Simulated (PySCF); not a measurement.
Isomers of C4H9ClO3Si, mass 168.001 u with the commonest isotopes. Method: PBE0/pcSseg-1 in PySCF (dipole) on a GFN2-xTB geometry, gas phase. One conformer each, none proved a minimum here; rigid rotors.

**Question.** Order these by rotational constant C, smallest first.
A. `[CH3:1][O:2][C@@H:3]1[CH2:4][O:5][Si@H:6]([CH2:7][Cl:8])[O:9]1` with C1–O2–C3–C4 -179°, O5–Si6–C7–Cl8 163°, O2–C3–C4–O5 -99°, C3–C4–O5–Si6 -19°, C4–O5–Si6–C7 130°, O5–Si6–O9–C3 5°
B. `[CH3:1][O:2][C@@H:3]1[O:4][SiH2:5][O:6][CH2:7][C@@H:8]1[Cl:9]` with C1–O2–C3–O4 -69°, O2–C3–O4–Si5 -66°, C3–O4–Si5–O6 -30°, O4–Si5–O6–C7 22°, Si5–O6–C7–C8 -38°
C. `[CH3:1][C:2](=[O:3])[O:4][C@H:5]([CH2:6][Cl:7])[O:8][SiH3:9]` with C1–C2–O4–C5 -177°, C2–O4–C5–C6 -164°, O4–C5–C6–Cl7 170°, O4–C5–O8–Si9 -117°

**Answer.** C (548.9 MHz), A (573.4 MHz), B (743.6 MHz).

**Question.** Order these by rotational constant A, smallest first.
A. `[CH3:1][C:2](=[O:3])[O:4][C@H:5]([CH2:6][Cl:7])[O:8][SiH3:9]` with C1–C2–O4–C5 -177°, C2–O4–C5–C6 -164°, O4–C5–C6–Cl7 170°, O4–C5–O8–Si9 -117°
B. `[CH3:1][O:2][C@@H:3]1[CH2:4][O:5][Si@H:6]([CH2:7][Cl:8])[O:9]1` with C1–O2–C3–C4 -179°, O5–Si6–C7–Cl8 163°, O2–C3–C4–O5 -99°, C3–C4–O5–Si6 -19°, C4–O5–Si6–C7 130°, O5–Si6–O9–C3 5°
C. `[CH3:1][O:2][C@@H:3]1[O:4][SiH2:5][O:6][CH2:7][C@@H:8]1[Cl:9]` with C1–O2–C3–O4 -69°, O2–C3–O4–Si5 -66°, C3–O4–Si5–O6 -30°, O4–Si5–O6–C7 22°, Si5–O6–C7–C8 -38°

**Answer.** A (1562 MHz), C (1628 MHz), B (1989 MHz).

**Question.** Order these by dipole moment, smallest first.
A. `[CH3:1][O:2][C@@H:3]1[CH2:4][O:5][Si@H:6]([CH2:7][Cl:8])[O:9]1` with C1–O2–C3–C4 -179°, O5–Si6–C7–Cl8 163°, O2–C3–C4–O5 -99°, C3–C4–O5–Si6 -19°, C4–O5–Si6–C7 130°, O5–Si6–O9–C3 5°
B. `[CH3:1][C:2](=[O:3])[O:4][C@H:5]([CH2:6][Cl:7])[O:8][SiH3:9]` with C1–C2–O4–C5 -177°, C2–O4–C5–C6 -164°, O4–C5–C6–Cl7 170°, O4–C5–O8–Si9 -117°
C. `[CH3:1][O:2][C@@H:3]1[O:4][SiH2:5][O:6][CH2:7][C@@H:8]1[Cl:9]` with C1–O2–C3–O4 -69°, O2–C3–O4–Si5 -66°, C3–O4–Si5–O6 -30°, O4–Si5–O6–C7 22°, Si5–O6–C7–C8 -38°

**Answer.** C (1.54 D), A (2.17 D), B (2.36 D).

| SMILES | point group | Ia (u·Å²) | Ib (u·Å²) | Ic (u·Å²) | κ | μa (D) | μb (D) | μc (D) |
| --- | --- | --- | --- | --- | --- | --- | --- | --- |
| CC(=O)O[C@H](CCl)O[SiH3] | C1 | 323.56 | 677.87 | 920.67 | -0.61 | 1.62 | 1.53 | 0.79 |
| CO[C@@H]1CO[Si@H](CCl)O1 | C1 | 254.13 | 725.68 | 881.39 | -0.83 | 2.16 | 0.14 | 0.20 |
| CO[C@@H]1O[SiH2]OC[C@@H]1Cl | C1 | 310.43 | 482.99 | 679.61 | -0.32 | 0.85 | 1.26 | 0.26 |
